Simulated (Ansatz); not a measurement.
A nudged elastic band was laid between two geometries of CH$_{3}$BClO (7 atoms, charge -1, multiplicity 1).

Theory: RKS r2SCAN-D4/STO-3G in Ansatz.

```
movable images  : 5
climbing image  : yes
spring          : 5.0 eV/Å²
optimiser       : quadratic models (default)
start path      : through a guess of the saddle point
force threshold : 0.03 eV/Å
iteration limit : 60
end points      : relaxed
```

Initial state:

```xyz
7
Properties=species:S:1:pos:R:3
C -0.557 1.017 -0.065
B 0.091 -0.231 0.006
O 1.459 -0.506 0.324
Cl -0.871 -1.875 -0.350
H -0.044 1.961 0.130
H -1.608 1.152 -0.315
H 1.530 -1.519 0.270
```

Final state:

```xyz
7
Properties=species:S:1:pos:R:3
C -0.557 1.017 -0.065
B 0.091 -0.231 0.006
O 1.459 -0.506 0.324
Cl -0.872 -1.875 -0.351
H -1.608 1.153 -0.316
H -0.044 1.961 0.131
H 1.531 -1.519 0.271
```

Question: Which bonds break or form, and what moves?

Answer: No bond is made or broken. The dihedral H6–C1–B2–Cl4 goes from 0 to 180°. The two ends are copies of one structure, up to a mirror image or an exchange of like atoms.

Question: Give the energies along the band, and the barrier.

Answer: The run converged. The highest image is number 5 of 0 to 6, 0.96 eV above the ends, which have the same energy within 2 meV. The profile has 2 maxima (images 1, 5) with wells between them (image 3): this band takes more than one step, which may be the mechanism or a detour left from its start path. A vibrational analysis at the climbing image gives one clearly imaginary mode, 462i cm⁻¹: a first-order saddle point. Limits of this set-up: minimal basis, an anion without diffuse functions, the dipole of an ion depends on the origin.

```
image  path coordinate (Å)  energy (eV)  dihedral H6–C1–B2–Cl4 (°)
    0                 0.00         0.00                          0
    1                 0.92         0.80                         38
    2                 1.85         0.42                         57
    3                 2.77         0.04                         74
    4                 3.70         0.24                        112
    5                 4.62         0.96                        133
    6                 5.75         0.00                        180
```

Question: What is the geometry of the highest image?

Answer: 
```xyz
7
Properties=species:S:1:pos:R:3:forces:R:3
C -0.502 1.174 -0.055 0.00 0.00 0.00
B 0.314 0.052 0.007 0.00 0.00 0.00
O 1.464 -0.611 0.233 0.00 0.00 0.00
Cl -0.556 -2.287 -0.378 0.00 0.00 0.00
H -1.294 1.314 -0.787 0.00 0.00 0.00
H -0.482 1.946 0.715 0.00 0.00 0.00
H 1.054 -1.587 0.265 0.00 0.00 0.00
```

Run time: 6.1 min on 1 thread of Arm Neoverse V1, with other jobs on the host, peak memory 0.1 GiB.
